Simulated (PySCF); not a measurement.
Geometry (Å), atoms numbered from 1 in this order:
```xyz
13

B     0.0400    0.0664    0.0182
C     1.5957    0.0390   -0.0240
H     1.9106   -0.4807   -0.9480
H     1.9884   -0.5938    0.7908
H     2.0787    1.0247    0.0104
C    -0.8192    1.3666    0.0206
H    -0.4966    2.0179    0.8518
H    -1.9056    1.2207    0.0783
H    -0.5857    1.9402   -0.8946
C    -0.7439   -1.3434    0.0295
F     0.0405   -2.4317    0.0432
F    -1.5274   -1.4457   -1.0625
F    -1.5448   -1.4323    1.1086
```

PySCF 2.14.0 with density-fitted response routines calculation with GIAO B3LYP/pcSseg-1 shieldings and structure optimised with PBE0-D3(BJ)/def2-SVP; isolated molecule, single conformer, non-relativistic Hamiltonian, averaged over atoms made equivalent by symmetry, fast rotation or ring inversion.

Chemical shifts δ = σref − σ; ¹³C and ¹H vs TMS; ¹¹B vs BF3·OEt2; ¹⁹F vs CFCl3, all at this level.

```tsv
atoms	nucleus	count	δ (ppm)
B1	¹¹B	1	?
F11/F12/F13	¹⁹F	3	-90.6
C2/C6	¹³C	2	?
C10	¹³C	1	134.7
H3/H4/H5/H7/H8/H9	¹H	6	1.11
```

Q: Complete the table.

A: 
- C2/C6: 12.4 ppm, carbon bonded to B, 3 H
- B1: 82.6 ppm, boron bonded to 3 C

A carbon bonded to boron is broadened by the quadrupolar boron nucleus and is often missing from a measured spectrum. Shifts are as computed. Against solution values, carbons near 30 ppm lie about +2 ppm off and those near 130 ppm about +6 ppm. Of 1211 compounds with measured shifts, 218 miss one by over three times the rms of a fit or turn the order of signals round; such compounds aren't used in these exercises. Unscaled 19F shifts against computed CFCl3 carry errors that often reach 10 to 50 ppm.
